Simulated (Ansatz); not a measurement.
Reaction (substitution at a C–Si bond): `C#C[SiH2]C=O` + `N=C[SiH3]` → `O=C/N=C\[SiH3]` + `C#C[SiH3]`

Gas-phase electronic energies from Ansatz, PBE0-D4/def2-TZVP geometries. CCSD(T)/CBS adds triple-zeta CCSD(T) − MP2 to the extrapolated MP2 energy (def2 sets, frozen cores). Functionals use def2-TZVPP. Each species was taken in one conformer, which may not be the lowest.

`C#C[SiH2]C=O`:

Cartesian coordinates in Å:
```
C 0.173 -0.921 2.282
C -0.215 -0.413 1.259
Si -0.720 0.342 -0.318
C 0.783 0.341 -1.531
O 0.664 0.781 -2.645
H 0.508 -1.368 3.190
H -1.815 -0.441 -0.938
H -1.142 1.746 -0.106
H 1.764 -0.067 -1.194
```

`N=C[SiH3]`:

Z-matrix (Å, degrees):
```
Si
C 1 1.889
H 1 1.488 2 108.9
H 1 1.481 2 109.8 3 -121.3
H 1 1.488 2 108.9 3 117.3
N 2 1.269 1 119.7 3 121.5
H 2 1.102 1 118.3 3 -58.6
H 6 1.023 2 111.5 1 180.0
```

`O=C/N=C\[SiH3]`:

Z-matrix (Å, degrees):
```
Si
C 1 1.907
H 1 1.486 2 106.1
H 1 1.482 2 108.9 3 -117.2
H 1 1.481 2 110.9 3 119.6
N 2 1.269 1 127.4 3 -148.9
H 2 1.096 1 117.3 3 32.0
C 6 1.390 2 120.9 1 -4.5
O 8 1.203 6 124.3 2 -53.8
H 8 1.104 6 112.7 2 130.8
```

`C#C[SiH3]`:

```xyz
7

C    -1.036    0.848    1.433
C    -0.399    0.327    0.552
Si    0.565   -0.462   -0.780
H    -1.600    1.308    2.212
H    -0.137   -0.270   -2.073
H     1.910    0.160   -0.846
H     0.699   -1.911   -0.496
```

| level | ΔE (eV) |
| --- | --- |
| B2PLYP | -0.35 |
| CCSD(T)/def2-TZVPP | -0.33 |

**Question.** What does CCSD(T)/CBS give? (Estimate.)

**Answer.** Ansatz gave: -0.30 eV. The listed levels differ from it by -0.05, -0.03 eV.

**Question.** What do rigid-rotor, harmonic-oscillator terms from PBE0-D4/def2-TZVP frequencies (298.15 K, 1 bar) make of the CCSD(T)/CBS value? (Best estimate.)

**Answer.** Ansatz gave: ΔZPE = -0.02 eV, ΔH = -0.34 eV, ΔS = -28 J/(mol·K), ΔG = -0.25 eV. Modes under 50 cm⁻¹ make the entropy rough.

Largest T1 diagnostic among the species: 0.017.

From BLYP to BHLYP (50 % exact exchange), in def2-TZVPP and without D4, ΔE moves by −0.04 eV. Leaving LDA and LC-ωPBE aside and taking each functional with its dispersion term where it has one, the values, not all of them listed here, spread over 0.09 eV, from r2SCAN-D4 to ωB97M-V. LDA lies −0.18 eV from PBE without D4. At CCSD(T), def2-SVP lies −0.15 eV from the extrapolated value and def2-TZVPP −0.03 eV.
